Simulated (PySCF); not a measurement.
Ligands exchanged one at a time, Ge OCH3-I. All species are isolated molecules in the gas phase. One relaxed conformer stands for each flexible species; it need not be the lowest. Strings in code marks are SMILES.

The S1–T1 gap (TDA) from two functionals at the same geometries (PBE0-D3(BJ)/def2-SVP), both in PySCF: PBE-D3(BJ)/def2-TZVP and B3LYP-D3(BJ)/def2-TZVP. B3LYP has the VWN-RPA correlation part, as in Gaussian. Excitations are Tamm–Dancoff values on a coarser integration grid. The basis has no diffuse functions, so Rydberg states are missing or too high.

```tsv
species	PBE-D3(BJ)/def2-TZVP (eV)	B3LYP-D3(BJ)/def2-TZVP (eV)
0 of 4 OCH3 replaced by I	0.31	0.41
1 of 4 OCH3 replaced by I (`[O]([Ge]([O]C)([O]C)[I])C`)	0.34	0.46
2 of 4 OCH3 replaced by I (`C[O][Ge]([I])([O]C)[I]` (C–O–Ge–I torsion -63°, I–Ge–O–C torsion -178°))	0.35	0.43
3 of 4 OCH3 replaced by I (`C[O][Ge]([I])([I])[I]` (C–O–Ge–I torsion 180°))	0.28	0.32
```

Over these rows, drawn at random from the members with no instability flagged (it was tested for open shells, ions and some series alone), PBE minus B3LYP-D3(BJ): mean -0.09 eV, from -0.11 eV to -0.04 eV.
